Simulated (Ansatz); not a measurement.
gallium atom (Ga), doublet. Base run: PBE/def2-SV(P) (Ansatz, a first-principles code).

Geometry (Å):
```xyz
1

Ga     0.0000     0.0000     0.0000
```
Charge 0, spin multiplicity 2.
Orbitals are unrestricted.
All else is at Ansatz's defaults.

Variants of this job, named by their change:

```json
[
 {"change": "base", "basis functions": "32", "E (Eh)": "-1924.26790"},
 {"change": "basis = jorge-DZP-DKH; relativity = none", "basis functions": "43", "E (Eh)": "-1920.04093"},
 {"change": "basis = cc-pVTZ-DK; relativity = none", "basis functions": "43", "E (Eh)": "-1913.59397"},
 {"change": "basis = cc-pVDZ-DK; relativity = spin-free X2C", "basis functions": "27", "E (Eh)": "-1943.47623"},
 {"change": "basis = jorge-DZP-DKH; relativity = spin-free X2C; nucleus = Gaussian", "basis functions": "43", "E (Eh)": "-1943.43119"},
 {"change": "basis = cc-pVTZ-DK; relativity = spin-free X2C; nucleus = Gaussian", "basis functions": "43", "E (Eh)": "-1943.55657"},
 {"change": "basis = cc-pVDZ-DK; relativity = none", "basis functions": "27", "E (Eh)": "-1914.59687"},
 {"change": "basis = jorge-DZP-DKH; relativity = spin-free X2C", "basis functions": "43", "E (Eh)": "-1943.44107"},
 {"change": "basis = cc-pVDZ-DK; relativity = spin-free X2C; nucleus = Gaussian", "basis functions": "27", "E (Eh)": "-1943.46658"},
 {"change": "basis = cc-pVTZ-DK; relativity = spin-free X2C", "basis functions": "43", "E (Eh)": "-1943.56739"}
]
```

Total energies compare only within one method and basis.

Ansatz warned in this series: the basis is contracted for relativity, which the run leaves out.

Basis sets contracted for a relativistic Hamiltonian are a mismatch without it, so the rows without relativity aren't non-relativistic limits. No row has spin-orbit coupling; sets with core potentials leave out the core electrons.
